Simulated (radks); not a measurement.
Problem. These are the eigenvalues of the occupied orbitals of an atom or ion with whole-number occupations (eV). All-electron calculation, non-relativistic Kohn-Sham, PBE, spin-polarised, spherical densities, point nucleus. Program: a radial shooting solver on a logarithmic mesh with Libxc functionals.

orbital  eigenvalue
1s        -29228.20
2s        -4391.843
2p        -4118.544
3s        -903.9700
3p        -790.5130
3d        -579.9504
4s        -193.7880
4p        -155.2988
4d         -90.5771

Which element is it, and in what charge state? The configuration may be excited. Open shells, if any, are filled with parallel spins first.

Solution. Z = 51, antimony, charge +5: Sb5+ in [Kr] 4d10. The list shows which subshells hold electrons but not how many an open one holds; the 1s level, -1074.1 hartree, gives Z - s = 46.3 by -(Z - s)^2/2, which with screening narrows Z to a few neighbours, and the depths of the outer levels then fix element, charge and occupations together.
